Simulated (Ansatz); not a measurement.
Consider the isomerisation: `[CH3][GeH2][CH]=O` → `C[CH2][Ge][OH]`.

Calculated with Ansatz (gas phase, PBE0-D4/def2-TZVP geometries, no zero-point term in ΔE). CCSD(T)/CBS is the MP2 limit (def2-TZVPP, def2-QZVPP) plus CCSD(T) − MP2 in def2-TZVPP, frozen cores. DFT in def2-TZVPP. B3LYP here is the variant with VWN-RPA as its local correlation; programs differ in this. For Ge outer-core shells are correlated without core-valence functions, which leaves a few kJ/mol of doubt a bond. Scalar relativity is left out up to krypton. One conformer a species, not always the lowest.

```csv
level,ΔE (kcal/mol)
PBE0-D4,-24.3
B3LYP-D4,-25.2
ωB97M-V,-25.6
PBE,-24.0
CCSD/def2-TZVPP,-21.7
CCSD(T)/def2-TZVPP,-21.5
MP2/def2-QZVPP,-25.6
CCSD/CBS(def2),-26.0
```

**Question.** What does CCSD(T)/CBS give? (Best estimate.)

**Answer.** Ansatz gave: -25.7 kcal/mol. The listed levels differ from it by 1.4, 0.5, 0.1, 1.7, 4.0, 4.2, 0.1, -0.3 kcal/mol.

Largest T1 diagnostic among the species: 0.014.

In def2-TZVPP, CCSD(T) changes the Hartree–Fock value by −2.4 kcal/mol (the triples alone add +0.2 kcal/mol) and MP2 by −3.9 kcal/mol. The D4 term adds −0.8 kcal/mol with B3LYP and −0.4 kcal/mol with PBE0; it sums over pairs of atoms, weighted by their polarisabilities, and B3LYP, whose exchange is more repulsive, gets the larger term.
